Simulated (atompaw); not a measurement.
**V: PAW (atompaw) pseudisation with PBE, scalar-relativistic reference atom.**

atompaw 4.2.0.5 was run on this input:

```
V 23
GGA-PBE scalarrelativistic loggrid 1500 logderivrange -3 5 201
4 4 3 0 0 0
4 0 0.5
4 1 0
3 2 3
0 0 0
c
c
c
v
c
c
v
v
2
2.80 2.65 2.25 2.45
y
3.9
n
y
-0.3
n
y
-0.9
n
custom rrkj gramschmidtortho sinc
bessel
2.80
2.80
2.50
2.80
2.80
1.70
PWSCFOUT
UPFDX 0.0125d0 UPFXMIN -7.d0 UPFZMESH 23.d0
END
```

Command:

```bash
atompaw < V.input > V.log
```

Resulting log (summary file):

```
Completed calculations for V (AE)

 Exchange-correlation type: GGA, Perdew-Burke-Ernzerhof

 Radial integration grid is logarithmic
 r0 =   3.5730895E-04 h =   8.2181060E-03   n =      1500 rmax =   8.0000000E+01

 Scalar relativistic calculation

 AEatom converged in  29 iterations
   nz     =  23.00
   delta  =       6.245533514601E-17

 All Electron Orbital energies:
  n  l      occupancy      energy
  1  0      2.0000000E+00 -3.9518482E+02
  2  0      2.0000000E+00 -4.5161616E+01
  3  0      2.0000000E+00 -6.0377642E+00
  4  0      5.0000000E-01 -1.0485428E+00
  2  1      6.0000000E+00 -3.7851558E+01
  3  1      6.0000000E+00 -4.1131825E+00
  4  1      0.0000000E+00 -7.2273973E-01
  3  2      3.0000000E+00 -1.2371778E+00

 Total energy
   Total                    :    -1896.98008487727157

 ---
 Completed calculations for V (SC)

 Exchange-correlation type: GGA, Perdew-Burke-Ernzerhof

 Radial integration grid is logarithmic
 r0 =   3.5730895E-04 h =   8.2181060E-03   n =      1500 rmax =   8.0000000E+01

 Scalar relativistic calculation

 SCatom converged in   1 iterations
   nz     =  23.00
   delta  =       2.253072796819E-18

 Valence Electron Orbital energies:
  n  l      occupancy      energy
   4  0      5.0000000E-01 -1.0485428E+00
   4  1      0.0000000E+00 -7.2273973E-01
   3  2      3.0000000E+00 -1.2371778E+00

 Total energy
   Total                    :    -1896.98008487708375
   Valence                  :      -95.97621012672300

 PAW parameters:
       lmax =            2
         rc =    2.8211238361903268
        irc =         1093
   rc_shape =    2.6633935692811703
    rc_vloc =    2.2596614529013852
    rc_core =    2.4532373930536986
   Vloc: truncated form - Vps(r)=A.sin(qr)/r for r<rc
   Projector type: RRKJ pseudization + Gram-Schmidt ortho.
   Sinc^2 compensation charge shape zeroed at   2.6634E+00

 Number of basis functions     6
 No.   n  nodes  l      Energy         Cp coeff         Occ
  1    4    3    0   -0.1048543E+01  0.1000000E+01  0.5000000E+00
  2  999    4    0    0.3900000E+01  0.2616172E+00  0.0000000E+00
  3    4    2    1   -0.7227397E+00  0.1000000E+01  0.0000000E+00
  4  999    3    1   -0.3000000E+00 -0.4648725E-01  0.0000000E+00
  5    3    0    2   -0.1237178E+01  0.1000000E+01  0.3000000E+01
  6  999    1    2   -0.9000000E+00  0.5699951E+00  0.0000000E+00

 Eigenvalues of overlap operator (in the basis of projectors):
    1        1.40147500E-02
    2        6.65075368E-02
    3        5.95399832E-01
    4        6.72376748E-01
    5        2.11152164E+00
    6        1.93316570E+01

 Orbital leakage outside PAW augmentation regions
   orb  is_core?  %out_of_sphere
   1 0    T           0.00
   2 0    T           0.00
   3 0    T           0.03
   4 0    F          49.68
   2 1    T           0.00
   3 1    T           0.15
   4 1    F          69.82
   3 2    F           4.69

 Summary of PAW energies
   Total valence energy     :    -95.97616298648623
   Smooth energy            :      4.50651150957288
   One center               :   -100.48267449605910
   Smooth kinetic           :      2.47707949491187
   Vloc energy              :      0.19292547970692
   Smooth exch-corr         :     -1.06973006221779
   One-center xc            :    -88.64529978246941
```

The run took about 3.5 s on one core of a shared server CPU.
